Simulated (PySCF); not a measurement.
SMILES Cc1ccsc1-c1ccncc1 (C10H9NS), singlet (GFN2-xTB optimised geometry):

```
21

C     -0.931     1.674     1.451
C     -1.330     0.507     0.608
C     -2.689     0.177     0.380
C     -2.855    -0.941    -0.369
S     -1.357    -1.646    -0.814
C     -0.475    -0.388     0.013
C      0.975    -0.427     0.004
C      1.654    -1.649     0.000
C      3.036    -1.649     0.000
N      3.768    -0.546     0.000
C      3.131     0.612    -0.017
C      1.752     0.734    -0.020
H     -1.686     1.849     2.215
H      0.027     1.499     1.935
H     -0.855     2.578     0.845
H     -3.506     0.758     0.768
H     -3.768    -1.402    -0.688
H      1.101    -2.577     0.004
H      3.591    -2.578     0.002
H      3.763     1.491    -0.032
H      1.293     1.707    -0.071
```

Calculation: PBE0/def2-SVP in PySCF.

Question: What are the frontier orbital energies and the dipole moment?

Answer: HOMO-2 -7.30 eV, HOMO-1 -7.17 eV, HOMO -6.59 eV, LUMO -1.36 eV, LUMO+1 -0.40 eV; dipole moment 2.98 D.

Meta-Löwdin charges at PBE0/def2-SVP: C1 -0.31, C2 0.00, C3 -0.14, C4 -0.23, S5 0.24, C6 -0.13, C7 0.03, C8 -0.14, C9 0.02, N10 -0.25, C11 0.02, C12 -0.14, H13 0.11, H14 0.12, H15 0.11, H16 0.12, H17 0.13, H18 0.11, H19 0.11, H20 0.11, H21 0.11.
